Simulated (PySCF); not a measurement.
bromotrifluoromethane (CBrF3), singlet, at a GFN2-xTB geometry; DF-B3LYP5/6-311G** (PySCF).

Here is a job for PySCF.
```python
from pyscf import gto, scf, dft

mol = gto.Mole()
mol.atom = '''
    F    -1.25521109   -0.59016274   -1.10733380
    C    -0.81788382    0.01960982   -0.02293889
    F    -1.31527921   -0.58708967    1.03701563
    F    -1.24067541    1.26863000   -0.03657222
    Br    1.12022270   -0.02685878    0.03141848
'''
mol.basis = '6-311g**'
mol.verbose = 4
mol.build()

mf = dft.RKS(mol)
mf.xc = 'b3lyp5'
mf = mf.density_fit(auxbasis='def2-universal-jkfit')
mf.kernel()
```

**Question.** Predict the main parts of the log of this PySCF run.

**Answer.** 
```
PySCF version 2.14.0

[INPUT] verbose = 4
[INPUT] num. atoms = 5
[INPUT] num. electrons = 68
[INPUT] charge = 0
[INPUT] spin (= nelec alpha-beta = 2S) = 0
[INPUT] symmetry False subgroup None
[INPUT] Mole.unit = angstrom
[INPUT] Symbol           X                Y                Z      unit          X                Y                Z       unit  Magmom
[INPUT]  1 F     -1.255211090000  -0.590162740000  -1.107333800000 AA   -2.372005188617  -1.115245947523  -2.092557610474 Bohr   0.0
[INPUT]  2 C     -0.817883820000   0.019609820000  -0.022938890000 AA   -1.545576421513   0.037057189152  -0.043348219702 Bohr   0.0
[INPUT]  3 F     -1.315279210000  -0.587089670000   1.037015630000 AA   -2.485517484234  -1.109438686861   1.959675527593 Bohr   0.0
[INPUT]  4 F     -1.240675410000   1.268630000000  -0.036572220000 AA   -2.344536734382   2.397363253407  -0.069111479567 Bohr   0.0
[INPUT]  5 Br     1.120222700000  -0.026858780000   0.031418480000 AA    2.116914101521  -0.050755738240   0.059372322450 Bohr   0.0

nuclear repulsion = 367.886324113068
number of shells = 50
number of NR pGTOs = 208
number of NR cGTOs = 116
basis = 6-311g**
ecp = {}

******** <class 'pyscf.df.df_jk.DFRKS'> ********
method = DFRKS
initial guess = minao
damping factor = 0
level_shift factor = 0
DIIS = <class 'pyscf.scf.diis.CDIIS'>
diis_start_cycle = 1
diis_space = 8
diis_damp = 0
SCF conv_tol = 1e-09
SCF conv_tol_grad = None
SCF max_cycles = 50
direct_scf = False
XC library pyscf.dft.libxc version 7.1.2
    S. Lehtola, C. Steigemann, M. J. T. Oliveira, and M. A. L. Marques,  SoftwareX 7, 1–5 (2018)
XC functionals = b3lyp5
    P. A. M. Dirac,  Math. Proc. Cambridge Philos. Soc. 26, 376 (1930)
    F. Bloch,  Z. Phys. 57, 545 (1929)
    A. D. Becke,  Phys. Rev. A 38, 3098 (1988)
    C. Lee, W. Yang, and R. G. Parr,  Phys. Rev. B 37, 785 (1988)
    B. Miehlich, A. Savin, H. Stoll, and H. Preuss,  Chem. Phys. Lett. 157, 200 (1989)
    S. H. Vosko, L. Wilk, and M. Nusair,  Can. J. Phys. 58, 1200 (1980)
radial grids:
    Treutler-Ahlrichs [JCP 102, 346 (1995); DOI:10.1063/1.469408] (M4) radial grids

becke partition: Becke, JCP 88, 2547 (1988); DOI:10.1063/1.454033
pruning grids: <function nwchem_prune>
grids dens level: 3
symmetrized grids: False
atomic radii adjust function: <function treutler_atomic_radii_adjust>
small_rho_cutoff = 0
Set gradient conv threshold to 3.16228e-05
Initial guess from minao.
tot grids = 77328
******** <class 'pyscf.df.df.DF'> ********
auxbasis = def2-universal-jkfit
init E= -2908.76314445353
  HOMO = -0.313582524014329  LUMO = -0.0173972501358894  gap/eV = 8.05961
cycle= 1 E= -2911.41417894715  delta_E= -2.65  |g|= 2.13  |ddm|= 2.07
  HOMO = -0.341696456624667  LUMO = -0.134727365705512  gap/eV = 5.63192
cycle= 2 E= -2911.12807887848  delta_E= 0.286  |g|= 1.85  |ddm|= 1.32
  HOMO = -0.308729768162177  LUMO = 0.00113116928098411  gap/eV = 8.43175
cycle= 3 E= -2911.51716320538  delta_E= -0.389  |g|= 0.724  |ddm|= 1.18
  HOMO = -0.315817124714626  LUMO = -0.0423731860155852  gap/eV = 7.44079
cycle= 4 E= -2911.60278075298  delta_E= -0.0856  |g|= 0.149  |ddm|= 0.408
  HOMO = -0.322822337341975  LUMO = -0.0434050915858806  gap/eV = 7.60333
cycle= 5 E= -2911.60443477503  delta_E= -0.00165  |g|= 0.0239  |ddm|= 0.0792
  HOMO = -0.320046811089428  LUMO = -0.0424805719344512  gap/eV = 7.55296
cycle= 6 E= -2911.6044755216  delta_E= -4.07e-05  |g|= 0.00983  |ddm|= 0.024
  HOMO = -0.320705210297658  LUMO = -0.0420392573559669  gap/eV = 7.58289
cycle= 7 E= -2911.60449644221  delta_E= -2.09e-05  |g|= 0.00117  |ddm|= 0.0094
  HOMO = -0.320771793560652  LUMO = -0.0421306273193005  gap/eV = 7.58221
cycle= 8 E= -2911.60449675447  delta_E= -3.12e-07  |g|= 0.000165  |ddm|= 0.00128
  HOMO = -0.320756398628426  LUMO = -0.042127237992909  gap/eV = 7.58189
cycle= 9 E= -2911.6044967608  delta_E= -6.33e-09  |g|= 1.77e-05  |ddm|= 0.000161
  HOMO = -0.320755030392843  LUMO = -0.0421263687329505  gap/eV = 7.58187
cycle= 10 E= -2911.60449676084  delta_E= -3.73e-11  |g|= 4.41e-06  |ddm|= 1.51e-05
  HOMO = -0.320756579330207  LUMO = -0.0421270910843945  gap/eV = 7.58189
Extra cycle  E= -2911.60449676083  delta_E= 8.19e-12  |g|= 6.4e-06  |ddm|= 1.09e-05
converged SCF energy = -2911.60449676083
```
